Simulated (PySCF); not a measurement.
# Strontium: a sound run and one with changed settings

Sound run: Sr [Kr] 5s2, Sr⁺ [Kr] 5s1. All numbers are calculated (PySCF 2.14, scalar relativity through the core potential, in def2-TZVP with the def2 core potential (28 electrons)). The sound run starts from symmetry-adapted Hartree-Fock orbitals and uses a fine grid where one is needed.

Changed run: radial step 0.5 in ln r (0.13 in the sound run). This setting is unsound on purpose.

```csv
species,method,sound run (hartree),changed run (hartree),converged
Sr,UHF,-30.34712,-30.34712,yes
Sr,r2SCAN,-30.68847,-30.68730,yes
Sr,PBE,-30.68408,-30.67257,yes
Sr⁺,UHF,-30.17277,-30.17277,yes
Sr⁺,r2SCAN,-30.48886,-30.48671,yes
Sr⁺,PBE,-30.47442,-30.46246,yes
```

Ionisation energy of Sr:

| method | sound run (eV) | changed run (eV) |
| --- | --- | --- |
| UHF | 4.744 | 4.744 |
| r2SCAN | 5.432 | 5.458 |
| PBE | 5.705 | 5.718 |

A coarse radial grid mis-integrates the density and the exchange-correlation energy, with errors of either sign; Hartree-Fock needs no grid.

For comparison, NIST gives 5.695 eV between the lowest levels.
